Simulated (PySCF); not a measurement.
Gas-phase reaction: 4 GaH(CH3)2 + C4H8 (trans-2-butene) ⇌ 4 Ga(CH3)3

Computed with PySCF and rigid-rotor harmonic-oscillator thermochemistry at 1 bar. † marks an energy on the PBE0/def2-TZVP geometry and frequencies; other levels use their own. MP2 freezes the core. 6-31G* has spherical d functions here. All species are closed-shell singlets. B3LYP is the form with VWN-RPA correlation. Ga: all electrons, no relativistic terms. Methyl groups turn as free rotors in GaH(CH3)2, Ga(CH3)3. GaH(CH3)2: computed as isolated molecules; such fragments, hydroxides, amides, oligomers or adducts are transient or little studied in the gas. MP2 isn't extrapolated to the basis-set limit; its ΔH°(298 K) is -181.7 kJ in def2-SVP and -228.1 kJ in def2-TZVPP. The harmonic model lacks anharmonicity and excited electronic states, which grow with temperature; levels with a mode under 35 cm⁻¹ are left out. Internal rotation in C4H8 (trans-2-butene) is treated as a harmonic vibration of one conformer, which makes the entropy rough.

```csv
level,"ΔE electronic, kJ","ΔH°(298 K), kJ","ΔS°(298 K), J/K","ΔG°(2500 K), kJ"
B3LYP/6-31G*,-186,-163,-147,211
M06-2X/def2-TZVP†,-236,-216,-146,150
MP2/def2-SVP†,-202,-182,-146,184
MP2/def2-TZVPP†,-249,-228,-146,138
PBE/def2-SVP,-190,-169,-145,195
PBE/def2-TZVP†,-208,-187,-146,179
PBE0/def2-QZVP†,-215,-195,-146,171
PBE0/def2-SVP†,-200,-180,-146,186
ωB97M-V/def2-TZVP†,-215,-194,-146,171
```
ΔH° is lowest at MP2/def2-TZVPP† and highest at B3LYP/6-31G*. No reference value is set beside these.
